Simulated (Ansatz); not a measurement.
`C#[C][Sn]([Cl])([Cl])[C]#C` + HCl → `C#[C][Sn]([Cl])([Cl])[Cl]` + `C#C` at 600 K and 1 bar (ligand exchange at the Sn–C bond).

Gas-phase electronic energies from Ansatz, PBE0-D4/def2-TZVP geometries. CCSD(T)/CBS adds triple-zeta CCSD(T) − MP2 to the extrapolated MP2 energy (def2 sets, frozen cores). This one scheme is used for every species. Elements past krypton have def2 core potentials. For Sn outer-core shells are correlated without core-valence functions, which leaves a few kJ/mol of doubt a bond.

| species | CCSD(T)/CBS energy (Eh) | H − E (kJ/mol) | S (J/(mol·K)) |
| --- | --- | --- | --- |
| `C#[C][Sn]([Cl])([Cl])[C]#C` | -1286.96119 | 179.8 | 530.3 |
| HCl | -460.38127 | 35.4 | 207.2 |
| `C#[C][Sn]([Cl])([Cl])[Cl]` | -1670.14099 | 123.2 | 489.4 |
| `C#C` | -77.22717 | 96.2 | 235.4 |

H − E and S are ideal-gas, rigid-rotor, harmonic terms from PBE0-D4/def2-TZVP. 1 Eh = 2625.50 kJ/mol, R = 8.31446 J/(mol·K).

By hand: ΔE, ΔH, ΔS and ΔG.

ΔE = (-1670.14099) + (-77.22717) − (-1286.96119) − (-460.38127) = -0.02570 Eh = -67.5 kJ/mol. Δ(H − E) = 123.2 + 96.2 − 179.8 − 35.4 = 4.2, so ΔH = -63.3 kJ/mol. ΔS = 489.4 + 235.4 − 530.3 − 207.2 = -12.7 J/(mol·K). ΔG = -63.3 − 600 × (-12.7)/1000 = -55.7 kJ/mol.

By hand: the equilibrium constant, and the temperature at which ΔG would vanish if ΔH and ΔS stayed fixed.

log₁₀ K = −ΔG/(RT ln 10) = 4.8. ΔG = 0 at ΔH/ΔS = 4984 K, far beyond where these terms or the molecules hold.

The number of gas molecules stays the same, so ΔS is small and ΔH decides. A doubt of 5 kJ/mol in ΔE shifts log₁₀ K by 0.4 here. These are equilibria of isolated gas molecules and say nothing of rates. Largest T1 diagnostic: 0.013 (customary marks: 0.02 for closed shells, 0.045 for open ones).
